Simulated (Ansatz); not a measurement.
Abridged output of a molecular run in Ansatz:

```
Functional definition: HF
1587 factors; integrals over basis functions are off by at most 9.6e-4 eV
mean field evaluation 1: about -31031.6906 eV, gradient 3.7e1 eV
mean field evaluation 2: about -31032.0150 eV, gradient 3.8e1 eV
mean field evaluation 4: about -31035.5003 eV, gradient 4.0e0 eV
mean field evaluation 8: about -31035.5865 eV, gradient 2.5e-1 eV
mean field -31035.58693730 eV, -1140.5367832694 hartree, gradient 6.8e-6 eV, S^2 0.000000; 0 other end points of the search recorded, 0 dependent functions left out
17 core orbitals not correlated: weight in the atoms' cores, before any rotation towards them, 1.000 or more for the frozen orbitals, at most 0.000 for the correlated occupied ones
reference -31035.58693730 eV, -1140.5367832694 hartree; 15, 15 occupied and 240, 240 virtual orbitals, 1587 factors
second order -21.29236564 eV of doubles, -0.00000000 eV of singles
cycle   1  -22.27583686 eV  change   -9.8e-1 eV  update   1.1e-1
cycle   2  -22.86352690 eV  change   -5.9e-1 eV  update   3.3e-2
cycle   3  -22.99201636 eV  change   -1.3e-1 eV  update   1.8e-2
cycle   4  -22.97852746 eV  change    1.3e-2 eV  update   4.8e-3
cycle   5  -22.97621100 eV  change    2.3e-3 eV  update   2.1e-3
cycle   6  -22.97670921 eV  change   -5.0e-4 eV  update   7.1e-4
cycle   7  -22.97637066 eV  change    3.4e-4 eV  update   2.8e-4
cycle   8  -22.97640136 eV  change   -3.1e-5 eV  update   1.2e-4
cycle   9  -22.97647424 eV  change   -7.3e-5 eV  update   4.7e-5
cycle  10  -22.97645334 eV  change    2.1e-5 eV  update   1.9e-5
perturbative correction -0.92311254 eV, -0.0339237602 hartree
Total energy: -31059.48650318 eV, -1141.4150761159 hartree
```

Its atoms:

Z-matrix (Å, degrees):
```
B
Cl 1 2.334
Si 1 1.947 2 59.9
H 1 1.192 2 103.2 3 115.6
H 1 1.192 2 103.2 3 -116.7
O 3 1.638 1 119.0 2 103.7
Si 3 2.342 1 126.9 2 -93.3
H 6 0.959 3 118.6 1 -165.1
H 7 1.484 3 109.4 1 25.8
H 7 1.489 3 109.4 1 146.1
H 7 1.487 3 110.0 1 -94.8
```

Task: Which basis set was used?
A. def2-TZVPP
B. def2-SVPD
C. def2-TZVPPD
D. cc-pV(Q+d)Z

Result: A. It gives 272 functions.

Task: Write the keys of the input that set method, charge and spin (a neutral closed shell needs none for the last two).

Result: 
```yaml
correlation: {method: ccsd_t}
```
